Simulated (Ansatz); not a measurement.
Consider the formal exchange of groups at a B–Si bond: `O[SiH2]B(F)F` + `[AlH3]` → `F[B](F)[AlH2]` + `O[SiH3]`.

Gas-phase electronic energies from Ansatz, PBE0-D4/def2-TZVP geometries. CCSD(T)/CBS adds triple-zeta CCSD(T) − MP2 to the extrapolated MP2 energy (def2 sets, frozen cores). This one scheme is used for every species. DFT in def2-TZVPP. One conformer a species, not always the lowest.

| level | ΔE (kJ/mol) |
| --- | --- |
| revPBE-D4 | 3.5 |
| B97M-V | 17.9 |
| r2SCANh-D4 | 3.5 |
| PBE | 0.3 |
| r2SCAN | 3.1 |
| r2SCAN0 | 2.6 |
| LC-ωPBE | 1.7 |
| HF/def2-TZVPP | -0.1 |

(1) What does CCSD(T)/CBS give? (Best estimate.)

Largest T1 diagnostic among the species: 0.014.

Results:

(1) The calculation gave: +0.1 kJ/mol. The listed levels differ from it by 3.4, 17.8, 3.4, 0.2, 3.0, 2.5, 1.6, -0.2 kJ/mol.

Leaving LDA and LC-ωPBE aside and taking each functional with its dispersion term where it has one, the values, not all of them listed here, spread over 17.8 kJ/mol, from B2PLYP to B97M-V. LDA lies +3.5 kJ/mol from PBE without D4.
